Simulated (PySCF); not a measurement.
Point-charge models of `O=C1CCS[C@H](C(F)(F)F)C1` against its computed dipole.

Coordinates (GFN2-xTB, Å) and charges (e) from the PBE0/pcSseg-1 density (PySCF):

| atom | x | y | z | Mulliken | IAO | Hirshfeld | ESP-fitted |
| --- | --- | --- | --- | --- | --- | --- | --- |
| O1 | -0.649 | 1.420 | 1.939 | -0.3269 | -0.3884 | -0.2258 | -0.4890 |
| C2 | -0.690 | 1.011 | 0.811 | +0.1919 | +0.3896 | +0.1618 | +0.7119 |
| C3 | -1.837 | 0.185 | 0.271 | -0.2010 | -0.3198 | -0.0828 | -0.3603 |
| C4 | -1.373 | -1.175 | -0.236 | -0.3295 | -0.3406 | -0.0711 | -0.0484 |
| S5 | -0.190 | -1.010 | -1.610 | +0.0689 | +0.0877 | +0.0059 | -0.2028 |
| C6 | 1.036 | 0.086 | -0.823 | -0.5216 | -0.2425 | -0.0529 | -0.1782 |
| C7 | 1.893 | -0.658 | 0.197 | +0.8863 | +0.7981 | +0.2539 | +0.3942 |
| F8 | 2.447 | -1.761 | -0.318 | -0.2569 | -0.2752 | -0.0936 | -0.1658 |
| F9 | 2.908 | 0.117 | 0.617 | -0.2685 | -0.2838 | -0.0884 | -0.1499 |
| F10 | 1.229 | -1.038 | 1.295 | -0.2629 | -0.2776 | -0.0690 | -0.0818 |
| C11 | 0.394 | 1.331 | -0.208 | -0.1402 | -0.3273 | -0.0889 | -0.5691 |
| H12 | -2.570 | 0.041 | 1.067 | +0.1479 | +0.1645 | +0.0523 | +0.1157 |
| H13 | -2.305 | 0.735 | -0.549 | +0.1491 | +0.1582 | +0.0486 | +0.1266 |
| H14 | -2.208 | -1.737 | -0.653 | +0.1717 | +0.1693 | +0.0565 | +0.1611 |
| H15 | -0.915 | -1.761 | 0.560 | +0.1776 | +0.1620 | +0.0347 | +0.0776 |
| H16 | 1.716 | 0.370 | -1.632 | +0.1919 | +0.1858 | +0.0581 | +0.2596 |
| H17 | -0.059 | 1.912 | -1.014 | +0.1620 | +0.1693 | +0.0555 | +0.2016 |
| H18 | 1.163 | 1.938 | 0.276 | +0.1601 | +0.1705 | +0.0460 | +0.1970 |

Question: Form Σ q r in debye for every column and set it beside the full dipole.

Answer: The full density gives (-1.72, 0.45, -2.48) D, 3.05 D in size; dipole vectors point from the negative to the positive end.

```
    scheme     μx     μy     μz  size (D)  share of the full size (%)  angle to the full dipole (°)
  Mulliken  -2.50   0.41  -3.49      4.32                         142                             3
       IAO  -2.35   0.58  -4.64      5.23                         172                             8
 Hirshfeld  -0.72  -0.30  -2.16      2.30                          75                            23
ESP-fitted  -1.75   0.45  -2.47      3.06                         100                             1
```

Question: Which set comes closest?

Answer: Length of the difference vector: ESP-fitted 0.03 D, Mulliken 1.28 D, Hirshfeld 1.29 D, IAO 2.25 D. Closest: ESP-fitted. 

Question: What is left for the Hirshfeld atoms' own dipoles?

Answer: The shares of the density sum to the whole, so what Σ q r misses lies in dipoles about the nuclei. The atomic dipoles sum to (-1.72, 0.45, -2.48) − (-0.72, -0.30, -2.16) = (-1.00, 0.75, -0.32) D, 1.29 D in size.

Question: With the origin at the mean of the coordinates, (0.000, 0.000, -0.001) Å, which are the largest single terms, by size, of the ESP-fitted dipole along the direction of the full one?

Answer: C7 -2.51, O1 +2.35, F9 +1.53, C3 -1.46, S5 -1.23 D; all 18 atoms together +3.06 D. The single terms depend on the origin, their sum doesn't.

Question: Give the size of the full dipole in other units.

Answer: 3.05 D = 1.200 au = 0.635 e·Å = 10.17 × 10⁻³⁰ C·m.

Isolated species at its GFN2-xTB geometry (one conformer only).
